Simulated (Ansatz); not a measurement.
# Cost against result

Saddle point of GeSiH$_{4}$Cl$_{2}$, closed shell (SiH₃Cl ([SiH3][Cl]) + GeHCl ([Cl][GeH]) → GeCl₂ + SiH₄; bonds formed: Si1–H3, Ge2–Cl5; bonds broken: Si1–Cl5, Ge2–H3), PBE0-D4/def2-TZVP structure:

```xyz
8
angstrom
Si -0.8764 -0.1378 0.2282
Ge 2.0712 0.3830 0.1525
H 0.7462 -0.4545 0.8060
Cl 1.8132 -0.5888 -1.8180
Cl 0.2321 1.9271 -0.0977
H -1.3508 0.0688 1.6147
H -1.8597 0.3847 -0.7543
H -0.7758 -1.5825 -0.1314
```

Barriers are electronic and count from the start structure reached by relaxing down the imaginary mode.

Program: Ansatz 0.2.0. Basis: as named in each row. Cores are frozen in the correlated methods. Filled d shells of the heavier atoms are correlated. The def2 sets are not built for correlating such inner shells, so the correlated values are less sure here. B3LYP uses VWN-RPA correlation. Extrapolation: Hartree–Fock as exp(−7.88 √X), correlation as X^−2.97.

Times are rough, for one single point on 4 threads of a shared host (Arm Neoverse V1).

The estimate by CCSD(T) at an estimated basis limit (MP2 extrapolated from triple and quadruple zeta, plus CCSD(T) − MP2 in triple zeta) is 56.9 kJ/mol.

```tsv
method	basis	time (s)	barrier (kJ/mol)	method less estimate
HF	STO-3G	under 1	144.7	87.8
PBE-D4	STO-3G	under 1	54.5	-2.4
SPW92	def2-SVP	under 1	23.3	-33.6
PBE-D4	def2-SVP	1	34.9	-22.0
B3LYP-D4	6-31G	1	67.0	10.1
SPW92	def2-TZVPP	1	21.7	-35.2
PBE0-D4	def2-SVP	2	46.8	-10.1
PBE-D4	def2-TZVPP	2	32.6	-24.2
BLYP-D4	def2-TZVPP	2	47.3	-9.6
B3LYP-D4	def2-TZVPP	4	54.7	-2.1
BHLYP-D4	def2-TZVPP	4	67.6	10.7
PBE0-D4	def2-TZVPP	4	43.6	-13.3
CAM-B3LYP-D4	def2-TZVPP	4	62.7	5.8
CCSD(T)	def2-SVP	5	73.8	16.9
RPA on PBE	def2-TZVPP	5	56.8	-0.1
r2SCAN-D4	def2-TZVPP	6	40.0	-16.9
wB97M-V	def2-SVP	6	58.9	2.0
r2SCAN0-D4	def2-TZVPP	6	47.9	-8.9
B2PLYP	def2-TZVPP	6	57.5	0.6
PBE-QIDH	def2-TZVPP	7	52.2	-4.7
wB97X-V	def2-TZVPP	8	60.1	3.2
B97M-V	def2-TZVPP	11	47.4	-9.4
wB97M-V	def2-TZVPP	12	56.6	-0.3
MP2	def2-QZVPP	23	54.5	-2.4
CCSD(T)	def2-TZVPP	140	59.1	2.2
```

All methods are single points on the PBE0-D4 structures.

No T1 diagnostic of these runs exceeds 0.013.

Labels in which every atom is bracketed show which atoms are joined, not bond orders.
